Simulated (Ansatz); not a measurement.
Abridged output of a molecular run in Ansatz:

```
Functional definition: HF
1077 factors; integrals over basis functions are off by at most 1.2e-3 eV
mean field evaluation 1: about -10722.7605 eV, gradient 4.1e1 eV
mean field evaluation 2: about -10722.9744 eV, gradient 4.1e1 eV
mean field evaluation 4: about -10727.3535 eV, gradient 5.3e0 eV
mean field evaluation 8: about -10727.4853 eV, gradient 7.1e-1 eV
mean field evaluation 16: about -10727.4914 eV, gradient 2.6e-6 eV
mean field -10727.49140923 eV, -394.2280379344 hartree, gradient 2.6e-6 eV, S^2 0.000000; 0 other end points of the search recorded, 0 dependent functions left out
8 core orbitals not correlated: weight in the atoms' cores, before any rotation towards them, 1.000 or more for the frozen orbitals, at most 0.000 for the correlated occupied ones
reference -10727.49140923 eV, -394.2280379344 hartree; 10, 10 occupied and 159, 159 virtual orbitals, 1077 factors
second order -17.17633369 eV of doubles, -0.00000000 eV of singles
cycle   1  -16.96109483 eV  change    2.2e-1 eV  update   1.3e-1
cycle   2  -17.47660055 eV  change   -5.2e-1 eV  update   5.0e-2
cycle   3  -17.64479878 eV  change   -1.7e-1 eV  update   2.9e-2
cycle   4  -17.64224293 eV  change    2.6e-3 eV  update   1.0e-2
cycle   5  -17.63267659 eV  change    9.6e-3 eV  update   5.9e-3
cycle   6  -17.63521448 eV  change   -2.5e-3 eV  update   2.6e-3
cycle   7  -17.63520125 eV  change    1.3e-5 eV  update   1.1e-3
cycle   8  -17.63464395 eV  change    5.6e-4 eV  update   4.9e-4
cycle   9  -17.63479669 eV  change   -1.5e-4 eV  update   1.7e-4
cycle  10  -17.63494467 eV  change   -1.5e-4 eV  update   6.7e-5
cycle  11  -17.63484105 eV  change    1.0e-4 eV  update   3.3e-5
cycle  12  -17.63485183 eV  change   -1.1e-5 eV  update   1.5e-5
perturbative correction -0.90090726 eV, -0.0331077311 hartree
Total energy: -10746.02716832 eV, -394.9092145169 hartree
```

Its atoms:

```xyz
7

O    -0.284   -0.189   -2.207
C     0.001    0.087   -1.082
C     0.218   -0.722    0.123
Al   -0.428    1.098    0.561
H     1.158   -0.373    0.603
H     0.138   -1.809    0.126
H    -0.804    1.908    1.876
```

Task: Which basis set was used?
A. cc-pV(D+d)Z
B. def2-TZVPP
C. def2-SVPD
D. def2-SVP

Result: B. It gives 177 functions.

Task: Write the keys of the input that set method, charge and spin (a neutral closed shell needs none for the last two).

Result: 
```yaml
correlation: {method: ccsd_t}
```
